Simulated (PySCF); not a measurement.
C4H13NOSi3.
Atom-mapped SMILES: `[NH2:1][C:2](=[O:3])[Si@@H:4]1[CH2:5][C@H:6]([CH2:7][SiH3:8])[SiH2:9]1`

Geometry (GFN2-xTB, Å), atoms numbered from 1 in this order:
```xyz
22
C4H13NOSi3 angstrom
N      3.1859    0.6812    1.0328
C      3.3034   -0.0796   -0.0780
O      4.3826   -0.4768   -0.4724
Si     1.7025   -0.6148   -0.9913
C      0.1555    0.5044   -0.7160
C     -0.9288   -0.5804   -0.5210
C     -2.0360   -0.1799    0.4470
Si    -2.9758    1.3932   -0.0702
Si     0.1709   -2.1063   -0.0611
H      2.3010    1.0574    1.3201
H      4.0164    0.9707    1.5279
H      2.0950   -0.7250   -2.4021
H     -0.0967    1.1990   -1.5157
H      0.2350    1.1016    0.1954
H     -1.3906   -0.7731   -1.4956
H     -1.6108   -0.0462    1.4451
H     -2.7447   -1.0079    0.5286
H     -3.3829    1.2745   -1.4721
H     -4.1582    1.5490    0.7803
H     -2.1298    2.5792    0.0917
H     -0.2847   -3.3564   -0.6770
H      0.1804   -2.3443    1.3909
```

Probes without a nucleus sit at each ring's centroid and 1 Å off its mean plane on both sides; NICS is minus the shielding there, NICSzz its component along the normal. Level: GIAO PBE0/pcSseg-1 (PySCF, non-relativistic, gas phase) on the GFN2-xTB geometry, one conformer.

Ring bond lengths (Å), with Mayer bond orders in brackets: Si4–C5 1.929 (0.87), C5–C6 1.546 (0.97), C6–Si9 1.936 (0.87), Si9–Si4 2.331 (0.92).

Q: Give the NICS values of each ring in ppm.

A: 
```json
{"ring": "Si4–C5–C6–Si9", "type": "4-membered ring with 2 Si; formal bonds all single", "NICS(0)": "-0.3", "NICS(1), two faces": "-1.0 / -2.1", "NICS(1)zz, two faces": "6.7 / 4.0", "rms pucker (Å)": "0.13", "centre to ring atoms, mean (Å)": "1.35"}
```

Q: What do they say, and how far can they be read as aromaticity?

A: 
- Si4–C5–C6–Si9: mean NICS(1)zz 5.4 ppm, deshielded. Si4, C5, C6, Si9 have four or more neighbours, and the NICS criterion for π rings isn't applied.

Q: What are the shieldings of the ring atoms and their hydrogens in the same run (means over atoms taken as equivalent)?

A: 
| atoms | environment | σ isotropic (ppm) |
| --- | --- | --- |
| Si4 | SiH silicon | 403.2 |
| C5 | sp3 carbon bound to silicon | 161.4 |
| C6 | sp3 carbon bound to silicon | 162.2 |
| Si9 | SiH2 silicon | 387.8 |
| H12 | Si–H hydrogen | 26.95 |
| H13 | methylene hydrogen | 29.62 |
| H14 | methylene hydrogen | 31.02 |
| H15 | methine hydrogen | 29.86 |
| H21 | Si–H hydrogen | 27.00 |
| H22 | Si–H hydrogen | 27.27 |

The run took 3.0 min wall, 2.4 min CPU on Intel Xeon at 2.50 GHz, one thread, shared host with 64 logical CPUs at a one-minute load of 54, and the process peaked at 1.0 GiB of memory. This is the whole shielding run at PBE0/pcSseg-1, SCF included.
